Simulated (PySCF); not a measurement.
C₄H₆ClF, SMILES F[C@@H](CC=C)Cl. Geometry optimised at B3LYP-D3(BJ)/def2-SVP. The structure was generated by enumeration; whether it is a known compound was not checked. Other conformers were not sampled.

All values below come from PySCF 2.14.0 with B3LYP-D3(BJ)/def2-SVP.

Harmonic wavenumbers (cm⁻¹): 86, 93, 200, 310, 385, 409, 493, 634, 791, 876, 950, 957, 1008, 1038, 1127, 1150, 1227, 1268, 1303, 1340, 1388, 1429, 1446, 1723, 3043, 3100, 3115, 3131, 3158, 3229. Rotational constants (GHz): 6.377, 1.401, 1.207; symmetry number 1.

Task: Work out the zero-point energy and the ideal-gas rigid-rotor harmonic-oscillator thermochemistry at 298.15 K and 1 atm.

Result: ZPE = ½ Σ hcν = ½ × 40410 cm⁻¹ = 57.77 kcal/mol. H − E(el) = 62.58 kcal/mol. Entropy in cal/(mol K): translation 39.96, rotation 27.79, vibration 14.89, total 82.65. G − E(el) = 37.93 kcal/mol. Cp = 24.76 cal/(mol K). Modes under 150 cm⁻¹ make the vibrational entropy uncertain.
